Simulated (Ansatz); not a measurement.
An input meant for C19H15Br (charge 0, singlet).

```yaml
crystal:
  periodic: [false, false, false]
  atoms:
    - {symbol: Br, position_ang: [1.756259, 1.350437, -1.871745]}
    - {symbol: C, position_ang: [2.910820, -0.844196, 2.858754]}
    - {symbol: C, position_ang: [1.709122, -0.164964, 3.061057]}
    - {symbol: C, position_ang: [0.944922, 0.263529, 1.968637]}
    - {symbol: C, position_ang: [1.374810, 0.017328, 0.655726]}
    - {symbol: C, position_ang: [0.506416, 0.389519, -0.538902]}
    - {symbol: C, position_ang: [-0.584419, 1.391880, -0.183814]}
    - {symbol: C, position_ang: [-0.247059, 2.692824, 0.232103]}
    - {symbol: C, position_ang: [-1.232362, 3.589876, 0.640677]}
    - {symbol: C, position_ang: [-2.579036, 3.205125, 0.647161]}
    - {symbol: C, position_ang: [-2.923963, 1.913508, 0.248010]}
    - {symbol: C, position_ang: [-1.935383, 1.011935, -0.164673]}
    - {symbol: C, position_ang: [-0.037369, -0.830875, -1.270965]}
    - {symbol: C, position_ang: [-0.608230, -0.696920, -2.549679]}
    - {symbol: C, position_ang: [-1.189403, -1.789859, -3.190121]}
    - {symbol: C, position_ang: [-1.217972, -3.042311, -2.564004]}
    - {symbol: C, position_ang: [-0.665092, -3.184086, -1.290871]}
    - {symbol: C, position_ang: [-0.078769, -2.087521, -0.647263]}
    - {symbol: C, position_ang: [2.583047, -0.677586, 0.463670]}
    - {symbol: C, position_ang: [3.343323, -1.101926, 1.551671]}
    - {symbol: H, position_ang: [3.509826, -1.173165, 3.713254]}
    - {symbol: H, position_ang: [1.357091, 0.040088, 4.076560]}
    - {symbol: H, position_ang: [0.000941, 0.784319, 2.144885]}
    - {symbol: H, position_ang: [0.802100, 3.001038, 0.222613]}
    - {symbol: H, position_ang: [-0.947660, 4.599628, 0.951577]}
    - {symbol: H, position_ang: [-3.353288, 3.910874, 0.962894]}
    - {symbol: H, position_ang: [-3.971595, 1.597737, 0.251181]}
    - {symbol: H, position_ang: [-2.221991, 0.001533, -0.465149]}
    - {symbol: H, position_ang: [-0.584253, 0.277223, -3.045821]}
    - {symbol: H, position_ang: [-1.619549, -1.664437, -4.188386]}
    - {symbol: H, position_ang: [-1.670084, -3.901446, -3.068627]}
    - {symbol: H, position_ang: [-0.683331, -4.155638, -0.787882]}
    - {symbol: H, position_ang: [0.340178, -2.213341, 0.353783]}
    - {symbol: H, position_ang: [2.928279, -0.876161, -0.554784]}
    - {symbol: H, position_ang: [4.283674, -1.633940, 1.378472]}
basis:
  gaussian: {orbitals: ANO-RCC-VTZP, fitting: {mean_field: def2-universal-jkfit}}
magnetization: {spin_polarized: true, initial_magnetization: 0}
hamiltonian: {xc: {name: PBE0}, dispersion: d4}
kpoints: {mp_grid: {grid: [2, 2, 2]}}
output: {forces: true}
```

```sh
$ ansatz run in.yaml --threads 2 --pin off --events-out ev --progress --plain --max-ram 32768MiB --backend cuda --devices 0, --max-vram 18GiB
```

Shortened log:

```
Error: invalid value for `basis.gaussian`: such a run doesn't read kpoints; remove what it names
```

In this input the input holds a key that doesn't belong there. The input was rejected before any iteration.
